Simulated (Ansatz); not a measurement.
Reaction (redistribution): `[SiH3]P[NH][GaH2]` + `B[SiH2]F` → `F[SiH2]P[SiH3]` + `B[NH][GaH2]`

Program: Ansatz. Geometries: PBE0-D4/def2-TZVP. ΔE: electronic, gas phase. CBS: MP2 limit from def2 TZ/QZ plus the TZ coupled-cluster correction, frozen cores. Functionals use def2-TZVPP. For Ga outer-core shells are correlated without core-valence functions, which leaves a few kJ/mol of doubt a bond. Scalar relativity is left out up to krypton. Each species was taken in one conformer, which may not be the lowest.

`[SiH3]P[NH][GaH2]`:

Z-matrix (Å, degrees):
```
Si
P 1 2.260
H 1 1.491 2 111.1
H 1 1.487 2 108.3 3 118.5
H 1 1.489 2 110.7 3 -121.9
N 2 1.718 1 100.7 3 -41.6
H 2 1.423 1 93.9 3 59.9
Ga 6 1.838 2 130.8 1 67.1
H 6 1.009 2 111.3 1 -120.1
H 8 1.558 6 115.8 2 -2.0
H 8 1.561 6 115.9 2 176.2
```

`B[SiH2]F`:

```xyz
7

B    -0.536    0.195    1.060
Si    0.352   -0.129   -0.702
F    -0.568    0.245   -1.965
H    -1.642    0.627    1.184
H     0.079   -0.059    2.056
H     0.720   -1.567   -0.831
H     1.595    0.688   -0.802
```

`F[SiH2]P[SiH3]`:

Cartesian coordinates in Å:
```
F 1.674 -1.070 -1.746
Si 0.189 -1.184 -1.155
P 0.309 -0.852 1.057
Si -0.005 1.379 0.984
H -0.639 -0.190 -1.884
H -0.315 -2.556 -1.411
H -1.070 -1.163 1.225
H -1.203 1.771 0.196
H 1.205 1.974 0.362
H -0.146 1.889 2.372
```

`B[NH][GaH2]`:

Z-matrix (Å, degrees):
```
B
N 1 1.399
H 1 1.201 2 118.9
H 1 1.201 2 120.4 3 180.0
Ga 2 1.854 1 125.2 3 -0.0
H 2 1.011 1 117.0 3 -180.0
H 5 1.556 2 116.3 1 0.1
H 5 1.563 2 116.3 1 -179.9
```

```json
{"level": "BHLYP-D4", "ΔE (eV)": "-2.18"}
{"level": "ωB97M-V", "ΔE (eV)": "-2.25"}
```

(1) What does CCSD(T)/CBS give? (An estimate is asked.)

(2) What do rigid-rotor, harmonic-oscillator terms from PBE0-D4/def2-TZVP frequencies (298.15 K, 1 bar) make of the CCSD(T)/CBS value? (Estimate.)

Largest T1 diagnostic among the species: 0.015.

## Answers

(1) Ansatz gave: -2.22 eV. The listed levels differ from it by 0.04, -0.03 eV.

(2) Computed: ΔZPE = +0.08 eV, ΔH = -2.16 eV, ΔS = 1 J/(mol·K), ΔG = -2.16 eV. Modes under 50 cm⁻¹ make the entropy rough.

At CCSD(T), def2-SVP lies −0.11 eV from the extrapolated value and def2-TZVPP −0.02 eV. Leaving LDA and LC-ωPBE aside and taking each functional with its dispersion term where it has one, the values, not all of them listed here, spread over 0.16 eV, from PBE-QIDH to BLYP-D4. LDA lies −0.06 eV from PBE without D4. In def2-TZVPP, CCSD(T) changes the Hartree–Fock value by −0.11 eV (the triples alone add −0.03 eV) and MP2 by −0.21 eV.

CCSD(T)/CBS has its own doubt, a few kJ/mol and more with outer-core shells, so smaller differences from it don't rank the levels.
